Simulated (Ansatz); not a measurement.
Job for Ansatz (a quantum-chemistry and plane-wave program): R-B3LYP/def2-TZVPP on H5PSn (SMILES [PH2][SnH3]), a point of a torsion scan. Elements past Kr take the def2 small-core potentials; no spin–orbit coupling.

Ansatz 0.2 input:
```yaml
crystal:
  periodic: [false, false, false]
  atoms:
    - {symbol: P, position_ang: [1.57876164, -0.51924026, 0.29726065]}
    - {symbol: Sn, position_ang: [-0.83492826, 0.04000125, 0.09771853]}
    - {symbol: H, position_ang: [1.97450033, 0.80538300, 0.34833021]}
    - {symbol: H, position_ang: [1.77432485, -0.58448597, -1.07043159]}
    - {symbol: H, position_ang: [-1.46658315, -0.03453618, -1.45699367]}
    - {symbol: H, position_ang: [-1.76189000, -1.01871364, 0.99600443]}
    - {symbol: H, position_ang: [-1.23836838, 1.56791726, 0.66167774]}
basis:
  gaussian:
    orbitals: def2-TZVPP
hamiltonian:
  xc: {name: B3LYP}
scf: {lower_state_search: off}
```

What total energy does the run end on?

-558.7442 hartree.
